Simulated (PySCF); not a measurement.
CH5AlO2, SMILES [CH3][Al]([OH])[OH] (connectivity only; charge and spin as stated), charge +1, multiplicity 2. Atoms are numbered in the order given.

```xyz
9

Al     0.1785    -0.1540     0.0000
C     -1.5836     0.9864     0.0000
H     -1.9222     0.5224     0.9530
H     -1.9222     0.5224    -0.9530
H     -1.4847     2.0834     0.0000
O     -0.1112    -1.7922     0.0000
H      0.4576    -2.5805     0.0000
O      1.4086     0.9930     0.0000
H      1.6734     1.9283     0.0000
```
Charge +1, spin multiplicity 2.

The structure is a stationary point at PBE-D3(BJ)/def2-SVP. The spin state was assumed, not searched. The isomer is the one that the SMILES or the coordinates give; other isomers of the formula were not compared. One conformer was computed; it need not be the lowest.

These are PBE0/pcH-1 in PySCF values and carry that method's errors.

Unrestricted Kohn–Sham, ⟨S²⟩ = 0.757. Hyperfine tensors hold the contact and dipolar terms, without spin-orbit corrections.

Question: Estimate the hyperfine couplings. (Estimate from the structure and the level; the computed values follow.)

Answer: 
```tsv
nucleus	A(iso) (MHz)	A(iso) (G)	dipolar principal values (MHz)
27Al no. 1	88.1	31.4	-19.5, -17.0, 36.5
13C no. 2	49.5	17.7	-61.0, -60.2, 121.3
1H no. 3	17.8	6.4	-28.7, -6.3, 35.0
1H no. 4	17.8	6.4	-28.7, -6.3, 35.0
1H no. 5	-49.6	-17.7	-27.1, -4.0, 31.2
17O no. 6	-10.7	-3.8	-4.2, 1.8, 2.4
1H no. 7	6.3	2.2	-2.1, -1.3, 3.5
17O no. 8	-12.5	-4.5	-71.3, 34.9, 36.4
1H no. 9	-15.7	-5.6	-17.5, -4.7, 22.2
```

Question: And the g tensor (effective nuclear charges for spin-orbit coupling, GIAO)? (The exact figures need the calculation; the answer reports its results.)

Answer: principal values 2.0021, 2.0032, 2.0037; isotropic 2.0030.
